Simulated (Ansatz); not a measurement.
A structure relaxed at r2SCAN-D4/def2-SVP in Ansatz, charge 0, singlet:

```xyz
16

Sr   -1.149   -1.703    3.424
O    -1.187   -0.112    1.669
Sr   -1.417    1.647   -0.026
O    -1.299    3.140   -1.874
O    -0.867   -3.315    1.822
Sr   -1.135   -1.852   -0.035
O    -1.109   -0.073   -1.724
Sr   -1.243    1.510   -3.481
O     1.136   -1.566    3.364
Sr    1.226    0.208    1.782
O     1.014    1.780   -0.089
Sr    0.970    3.441   -1.778
Sr    1.422   -3.248    1.835
O     1.281   -1.595    0.144
Sr    1.326   -0.003   -1.721
O     1.030    1.741   -3.312
```

Give its formula and point group.

Sr₈O₈ (started as a model of: 2x2x4 SrO rock-salt block). Point group D2d (tolerance 0.1 Å).

Summarise the bond lengths by kind (pairs closer than 1.2 times the sum of covalent radii, bridged metal pairs left out).

28 × O–Sr 2.29 to 2.45 Å.

In the def2 sets Sr takes a core potential; there is no spin–orbit coupling.
